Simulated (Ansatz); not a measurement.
Total energies of `Sc1ccc(-c2ccc(-c3ccc(-c4ccc(-c5ccc(-c6ccc(S)nc6)nc5)nc4)nc3)nc2)nc1` from Ansatz at PBE-D4/def2-SVP, gas phase (1 Eh = 27.2114 eV = 2625.5 kJ/mol). The reference geometry is relaxed at PBE-D4/def2-SVP.

```tsv
state	geometry	energy (Eh)
charge 0 singlet	reference	-2276.79922
charge 1 doublet	reference	-2276.56080
charge -1 doublet	reference	-2276.86579
free S atom (triplet)	–	-397.80063
free C atom (triplet)	–	-37.75124
free N atom (quartet)	–	-54.46658
free H atom (doublet)	–	-0.49863
```

Single mean-field runs in def2-SVP are fitted with def2-universal-jkfit.

Question: Work out the vertical ionisation energy to the doublet.

Answer: E(charge 1 doublet) − E(charge 0 singlet) = -2276.56080 − (-2276.79922) = 0.23842 Eh = 6.49 eV. For comparison, −ε of the highest occupied level is 5.18 eV at this level, 1.31 eV less.

Question: Work out the vertical electron affinity, to the doublet.

Answer: E(charge 0 singlet) − E(charge -1 doublet) = -2276.79922 − (-2276.86579) = 0.06657 Eh = 1.81 eV. The basis lacks diffuse functions, which makes affinities too small.

Question: Give the fundamental gap IE − EA, the Mulliken electronegativity (IE + EA)/2 and the hardness (IE − EA)/2.

Answer: From the values in Eh: IE − EA = 0.23842 − 0.06657 = 0.17185 Eh = 4.68 eV; (IE + EA)/2 = 4.15 eV; (IE − EA)/2 = 2.34 eV. The HOMO–LUMO gap of the same run is 2.10 eV, 2.58 eV smaller than the fundamental gap.

Question: What is the binding energy per atom against free atoms?

Answer: Atoms: 2 × (-397.80063) + 30 × (-37.75124) + 6 × (-54.46658) + 20 × (-0.49863) = -2264.91054 Eh. Binding: -2264.91054 − (-2276.79922) = 11.88868 Eh = 323.51 eV, or 5.58 eV for each of 58 atoms (no zero-point energy, no counterpoise term).
